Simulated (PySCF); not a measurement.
C₁₁H₈S₃, SMILES Cc1ccsc1-c1cc2sccc2s1, singlet, GFN2-xTB optimised geometry. Atoms within 1.6 Å of the plane z = 0.0 Å (x, y, z in Å): C1 (1.26, -2.42, 0.00), C2 (2.07, -1.17, 0.00), C3 (3.48, -1.17, 0.00), C4 (4.03, 0.07, 0.00), S5 (2.83, 1.30, 0.00), C6 (1.55, 0.11, 0.00), C7 (0.20, 0.56, 0.00), C8 (-0.22, 1.87, -0.02), C9 (-1.62, 1.98, -0.01), S10 (-2.74, 3.29, -0.02), C11 (-4.07, 2.17, 0.00), C12 (-3.68, 0.87, 0.02), C13 (-2.28, 0.75, 0.01), S14 (-1.16, -0.56, 0.03), H15 (0.64, -2.48, 0.89), H16 (0.61, -2.46, -0.87), H17 (1.92, -3.29, -0.02), H18 (4.07, -2.07, 0.00), H19 (5.06, 0.35, 0.00), H20 (0.46, 2.71, -0.03), H21 (-5.06, 2.56, 0.00), H22 (-4.36, 0.03, 0.04).

Method: CAM-B3LYP/def2-SVP in PySCF. Cells within 0.4 Å of a nucleus heavier than hydrogen are left out (blank, or x).

Map of the log10 of the electron density (e/bohr³), floored at −4 on the plane z = 0.0 Å:

```
|00000000000000000000000000000|
|00000000000000000000000000000|
|00000000000000000000000000000|
|00000000000000000000000000000|
|00000001232100000000000000000|
|00000024555310000000000000000|
|00000135787531110000000000000|
|00023457898643443101000000000|
|001467789x9755675333321000000|
|00258999999877896456643000000|
|002579xx879x99x86578864200000|
|00135799879x99x8668x975431000|
|0002468x99x97898779x987654100|
|0001479x99x878xx9998999985200|
|00014798778999999x978xx975200|
|000136765579x9768998898753100|
|000023433478986579x9xx8531000|
|00000011135776568998998630000|
|0000000002455568x986798630000|
|0000000000123368x985566420000|
|00000000000012468996333200000|
|00000000000001346775211000000|
|00000000000000123443100000000|
|00000000000000001110000000000|
|00000000000000000000000000000|
|00000000000000000000000000000|
|00000000000000000000000000000|
|00000000000000000000000000000|
|00000000000000000000000000000|
```
Scale: ten equal steps from -4.00 (start of '0') to -0.408 (end of '9'), in the order '0123456789'; x runs from -7.50 to 7.50, y from -7.50 (bottom) to 7.50 (top).
